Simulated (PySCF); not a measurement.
CH4ClInO2. Atoms are numbered in the order given.

```xyz
9

In     0.1580     0.0443     0.0000
Cl    -0.7698     2.2036     0.0000
O      2.1438    -0.1954     0.0000
H      2.5917     0.6638     0.0000
O     -1.1011    -1.5007     0.0000
C     -0.6554    -2.8395     0.0000
H     -0.0552    -3.0993    -0.8934
H     -1.5457    -3.4931     0.0000
H     -0.0552    -3.0993     0.8934
```

Geometry: B3LYP-D3(BJ)/def2-SVP. The def2 effective core potentials stand for the cores of In; spin–orbit coupling is left out. Other conformers were not sampled.

All values below come from PBE/def2-TZVP run with PySCF.

ESP charges are fitted to the potential on shells at 1.4 to 2.0 van der Waals radii. Atomic charges (e):

```json
[
 {"atom": "In1", "Löwdin": "0.16", "ESP fit": "0.86"},
 {"atom": "Cl2", "Löwdin": "0.09", "ESP fit": "?"},
 {"atom": "O3", "Löwdin": "-0.28", "ESP fit": "?"},
 {"atom": "H4", "Löwdin": "0.17", "ESP fit": "0.34"},
 {"atom": "O5", "Löwdin": "-0.06", "ESP fit": "-0.42"},
 {"atom": "C6", "Löwdin": "-0.40", "ESP fit": "?"},
 {"atom": "H7", "Löwdin": "0.11", "ESP fit": "0.07"},
 {"atom": "H8", "Löwdin": "0.11", "ESP fit": "0.08"},
 {"atom": "H9", "Löwdin": "0.11", "ESP fit": "0.07"}
]
```

**Question.** Complete the blanks. (Estimate from the structure and the level; the computed values follow.)

**Answer.** 
- Cl2, ESP fit: -0.31
- O3, ESP fit: -0.63
- C6, ESP fit: -0.06
